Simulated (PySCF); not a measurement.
## From a computed spectrum to the compound

A species of 9 atoms with charge -1 has these harmonic modes (PBE0, small Gaussian bases with core potentials, PySCF 2.14.0):

```csv
cm⁻¹,km/mol,symmetry
58,11.3,
58,0.0,
60,0.7,
61,9.7,
76,8.8,
86,14.0,
93,15.6,
180,2.1,
188,22.5,
258,0.0,
264,50.6,
264,51.0,
280,67.8,
400,23.9,
400,0.1,
402,23.7,
414,38.4,
2681,12.7,
2681,2.8,
2682,12.6,
2682,5.7,
```

(1) Which species is it, and in which structure?

Answers

(1) [Sm(SH)4]− (singlet in the valence; each metal's 4f electrons, 5 of them, lie in its core potential, out of spins and levels):
```xyz
9

Sm    0.0000    0.0000   -0.0003
S     1.4801    1.6033    1.5979
H     1.8372    0.5105    2.3156
S    -1.4801   -1.6033    1.5979
H    -1.8372   -0.5105    2.3156
S     1.6004   -1.4850   -1.5972
H     0.5079   -1.8372   -2.3175
S    -1.6004    1.4850   -1.5972
H    -0.5079    1.8372   -2.3175
```
Ideal gas at 298.15 K and 1 bar: S = 502.3 J/(mol K), Cp = 160.0 J/(mol K), H − H(0 K) = 35.7 kJ/mol (rigid rotor, harmonic modes, spin degeneracy alone, that of the 4f electrons in the core included; the modes under 60 cm⁻¹ make these uncertain). An lcecp potential fixes the number of 4f electrons, so in runs with it no electron can move into or out of that shell.
 The answer isn't unique; the calculation gave this one.
